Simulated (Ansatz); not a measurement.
Mulliken charges of CH$_{3}$F$_{4}$NW, SMILES `C[N]=[W]([F])([F])([F])[F]` from ωB97M-V/def2-TZVPP in Ansatz (PBE0-D4/def2-TZVP geometry).

| atom | x (Å) | y (Å) | z (Å) | charge (e) |
| --- | --- | --- | --- | --- |
| C1 | 0.575 | -1.678 | -0.182 | -0.185 |
| N2 | 0.120 | -0.345 | -0.036 | -0.312 |
| W3 | -0.421 | 1.259 | 0.139 | 1.307 |
| F4 | -2.275 | 1.152 | -0.039 | -0.306 |
| F5 | -0.412 | 1.946 | -1.596 | -0.306 |
| F6 | -0.726 | 1.453 | 1.969 | -0.306 |
| F7 | 1.138 | 2.247 | 0.413 | -0.306 |
| H8 | 0.351 | -2.041 | -1.189 | 0.138 |
| H9 | 1.655 | -1.723 | -0.021 | 0.138 |
| H10 | 0.079 | -2.324 | 0.547 | 0.138 |

Task: By hand: the dipole of these point charges (1 e Å = 4.8032 D).

Result: Σ q r = (0.290, -0.857, -0.094) e Å, of length 0.910 e Å = 4.37 D.

Task: How does the dipole of the full density compare? (Estimate.)

Result: Computed: (0.234, -0.690, -0.075) e Å, 3.52 D; the point charges give 1.24 times that, at 0° from its direction.

Point charges leave out the atoms' own dipoles, such as those of lone pairs, and Mulliken's split depends on the basis, so the two needn't agree.
